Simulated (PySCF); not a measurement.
## Excitation energy of Bi²⁺ by level of theory

Bi²⁺ [Xe] 4f14 5d10 6s2 6p1 (2P) → Bi²⁺ [Xe] 4f14 5d10 6s1 6p2 (4P), as a difference of total energies. All numbers are calculated (PySCF 2.14, scalar relativity by spin-free X2C-1e, in x2c-TZVPPall (11s7p6d3f, 83 functions)). Correlated levels: valence and next inner shell: [Kr] 4d10 4f14 frozen. The calculations carry no spin-orbit coupling.

| method | excitation energy (eV) |
| --- | --- |
| UHF | 7.785 |
| MP2 (valence and next inner shell) | 9.506 |
| SCS-MP2 (valence and next inner shell) | 9.564 |
| CCSD (valence and next inner shell) | 9.230 |
| CCSD(T) (valence and next inner shell) | 9.288 |

**Question.** How much does correlation contribute at CCSD(T) (valence and next inner shell)?

**Answer.** 9.288 − (7.785) = 1.503 eV, measured against UHF.

Spin-orbit coupling is strong in these open shells (close to jj coupling). The scalar numbers leave it out and a first-order estimate fails, so it can dominate the gap to the real levels.
